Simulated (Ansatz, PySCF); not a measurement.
C₂H₆BCl (SMILES CB(C)Cl), singlet, geometry from GFN2-xTB. Base run: CASSCF(6,4)/6-31G in PySCF.

The PySCF input:
```python
from pyscf import gto, scf, mcscf
import numpy

mol = gto.Mole()
mol.atom = '''
    B    -0.34120890   -0.05494083    0.06922011
    Cl    1.31737130    0.21165698   -0.26623350
    C    -0.74028388   -0.96938481    1.29424209
    H    -1.68279411   -1.48857700    1.13714408
    H    -0.87759584   -0.34579220    2.17868489
    H     0.01858700   -1.70493447    1.55021912
    C    -1.42962140    0.62064599   -0.85556640
    H    -2.36100976    0.81692129   -0.32998274
    H    -1.67554314   -0.05597241   -1.67503497
    H    -1.09148008    1.54732316   -1.31321576
'''
mol.basis = '6-31g'
mol.verbose = 3
mol.build()

mf = scf.RHF(mol)
mf.kernel()
mc = mcscf.CASSCF(mf, 4, 6)
mc.fix_spin_(ss=0.0)
mc.kernel()
occ = numpy.linalg.eigvalsh(mc.fcisolver.make_rdm1(mc.ci, mc.ncas, mc.nelecas))[::-1]
ss = mc.fcisolver.spin_square(mc.ci, mc.ncas, mc.nelecas)[0]
print('natural occupations', occ.round(4), ' <S^2>', round(ss, 4))
```

Programs used: Ansatz (a program for electronic structure), PySCF; a row that names a program was run with it.

Variants of this job, named by their change:

```csv
change,ΔE vs base (mEh),natural occupations,<S^2> of the state
base,0.000,2.00 2.00 1.99 0.01,0.00
state_average = 2 states,4.703,-,-
"active space = 6 electrons, 6 orbitals",-29.664,1.99 1.99 1.98 0.02 0.01 0.01,0.00
orbitals = fixed (CASCI),4.192,2.00 2.00 2.00 0.00,0.00
solver = newton,0.049,2.00 2.00 1.99 0.01,0.00
"code = ansatz; correction = SC-NEVPT2, all electrons",-274.7,-,-
fix_spin_ = off,0.000,2.00 2.00 1.99 0.01,0.00
code = ansatz,-10.808,-,-
"active space = 2 electrons, 2 orbitals",-6.869,1.99 0.01,0.00
orbitals = fixed (CASCI); correction = SC-NEVPT2,-274.1,2.00 2.00 2.00 0.00,0.00
start = MP2 natural orbitals,-7.113,2.00 2.00 1.99 0.01,0.00
```

Active orbitals are taken around the Fermi level unless the row says otherwise; CASSCF can end in different local minima, and two programs can end on different orbitals. State-averaged rows give the lowest state.

Ansatz warned in this series: other orbitals give a lower active-space energy.
